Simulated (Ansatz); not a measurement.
## CH4 ··· GeH4

The pair of CH4 (SMILES C, atoms 1–5) and GeH4 (SMILES [GeH4], atoms 6–10), both closed shells, in one local arrangement (a lower one may exist), relaxed at PBE0-D4/def2-TZVP:

C1  (0.028, -0.092, -1.942)
H2  (1.029, 0.079, -1.546)
H3  (-0.622, 0.736, -1.659)
H4  (-0.370, -1.022, -1.535)
H5  (0.075, -0.163, -3.028)
Ge6  (-0.028, 0.092, 1.941)
H7  (-0.623, -1.245, 1.483)
H8  (1.424, 0.201, 1.456)
H9  (-0.061, 0.167, 3.473)
H10  (-0.851, 1.247, 1.356)
(Å)

Program: Ansatz 0.2.0. Basis: def2-TZVPPD, with def2-QZVPPD for the basis limit. Cores are frozen in the correlated methods. Filled d shells of the heavier atoms are correlated. The def2 sets are not built for correlating such inner shells, so the correlated values are less sure here. B3LYP uses VWN-RPA correlation. Extrapolation: Hartree–Fock as exp(−7.88 √X), correlation as X^−2.97. Interaction energies count from these two fragments, frozen as in the pair, with the counterpoise correction; negative means bound.

Problem. What is the interaction energy by CCSD(T) at an estimated basis limit (MP2 extrapolated from triple and quadruple zeta, plus CCSD(T) − MP2 in triple zeta)? (Judge from chemistry; the value comes from the calculation.)

Solution. Computed: -0.81 kcal/mol. Hartree–Fock alone gives 0.47 kcal/mol at the basis limit, so without correlation the pair would not bind at this distance. It counts from the two fragments frozen as in the pair.

The same quantity by other methods in triple zeta, and each one's difference from that estimate:
```csv
method,E_int (kcal/mol),difference
PBE-D4,-1.00,-0.19
revPBE-D4,-0.89,-0.08
BLYP-D4,-0.67,0.15
r2SCAN-D4,-0.67,0.14
B97M-V,-0.74,0.07
PBE0-D4,-0.90,-0.09
B3LYP-D4,-0.78,0.04
HSE06-D4,-0.90,-0.09
wB97X-V,-0.81,0.00
wB97M-V,-0.73,0.08
B2PLYP,-0.01,0.80
HF,0.47,1.29
MP2,-0.65,0.17
CCSD,-0.51,0.30
CCSD(T),-0.67,0.14
```
Differences are method less estimate.

Basis-set superposition shift (counterpoise-corrected less uncorrected): CCSD(T) 0.49; MP2 0.52; HF 0.09; PBE0-D4 0.08; wB97M-V 0.10 kcal/mol.

No T1 diagnostic of these runs exceeds 0.012.

For scale, one of the runs: CCSD(T)/def2-TZVPPD, 227 basis functions, launched by `ansatz run in.yaml --threads 4 --pin off --events-out ev --progress --plain --max-ram 9574MiB`. Time: 50 s of wall clock on 4 CPU threads of an Arm Neoverse V2; the host was shared. Peak host memory: 3.7 GiB.
